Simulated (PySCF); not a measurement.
Delta-SCF ions had no search for a lower state. Excitations are Tamm–Dancoff values on a coarser integration grid. The basis has no diffuse functions, so Rydberg states are missing or too high.

# C₂H₂O, SMILES `C#CO` (charge 0, multiplicity 1)

The numbers are results of ωB97X-D3(BJ)/def2-TZVP // B3LYP-D3(BJ)/def2-TZVP run with PySCF, not measurements.

The HOMO comes out as -9.77 eV and the dipole moment is 1.74 D. The HOMO–LUMO gap comes out as 12.11 eV, the LUMO comes out as 2.34 eV and the S1 excitation (TDA) is 6.57 eV. The S1 oscillator strength comes out as 0.000 and the T1 excitation (TDA) comes out as 6.00 eV. The S1–T1 gap (TDA) comes out as 0.57 eV and the vertical ionisation energy (Delta-SCF) comes out as 10.09 eV. The total energy is -4153.71 eV and the cost comes out as roughly 50 core-seconds.

Bonded distances (Å): C1–C2 1.198, C1–H4 1.061, C2–O3 1.307, O3–H5 0.967. Bond angles (°): C2–C1–H4 179.6, C1–C2–O3 176.3, C2–O3–H5 110.6.
Charge 0, spin multiplicity 1.
